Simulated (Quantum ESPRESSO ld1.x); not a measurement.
Results of a calculation; reference values are marked as such.
One sound ld1.x (Quantum ESPRESSO 7.5) input for neutral indium gives E = -5876.4459 hartree in 26 iterations:

```
 &input
    zed=49.0,
    iswitch=1,
    rel=1,
    dft='PZ',
    config='[Kr] 4d10 5s2 5p1',
    prefix='ld1',
    max_out_wfc=37,
    file_charge='ld1.rho',
 /
```

Changed or added lines, one case at a time, and what came of them:

- config='[Kr] 4d10 5s2 5p1 5p1': refused. The program stops in el_config with "wavefunction 5P found too many times": a shell may stand twice only as spin up and down (lsd = 1) or as its two j (rel = 2, l > 0), within their capacities.
- config='[Kr] 4d10 5s2 5p1 6p4': spurious. The string holds 53 electrons for Z = 49, so the species has charge -4 and is not the one meant. The equations of the added shell fail (the log warns of at least one error in the KS equations), so the printed solution is spurious even though the residual is small.
- zed=0.0: crashed. A zed of zero is read as not set; no element symbol is given either, so there is no nucleus and the run dies.
- rel=2 lsd=1: refused. The program stops in ld1_readin with "local spin density and spin-orbit not allowed": spin polarisation goes with rel = 0 or 1 alone.
- noscf=.true.: ran as typed. With noscf the program prints the levels of a bare nucleus, with no screening and no total energy; they are not those of the atom.
- rel=-1: refused. The program stops in ld1_readin with "wrong rel": rel takes 0, 1 or 2.
- iswitch=7: refused. The program stops in ld1_readin with "wrong iswitch": iswitch takes 1 to 4.
